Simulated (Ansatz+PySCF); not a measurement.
**doublet NiF: levels of theory in one basis**

```xyz
2

Ni    0.0000    0.0000    0.0000
F     0.0000    0.0000    1.7390
```

Basis set: def2-SVP (spherical functions). Left uncorrelated: 6 orbitals. Correlation on ROHF uses semicanonical orbitals with singles. Charge 0, multiplicity 2.

Computed with Ansatz (development build ahead of 0.2.0); each method stands on the lowest determinant of its kind that the runs found.

```
 method  E − E(ROHF) (eV)  <S²> of the determinant
   ROHF              0.00                     0.75
    UHF             -2.02                     1.72
UHF-MP2            -14.94                     1.72
```

**Question.** What does ROHF-MP2 give on the same scale?

**Answer.** -15.13 eV.

The restricted and unrestricted rows may stand on different electronic states: another unrestricted solution lies nearer the restricted one.

Caution: another spin multiplicity may lie lower. Caution for ROHF, ROHF-MP2: an unrestricted determinant lies well below. Caution for ROHF, UHF: the determinant may break the point group. Caution for UHF, UHF-MP2: the unrestricted determinant is a mixture of spin states.
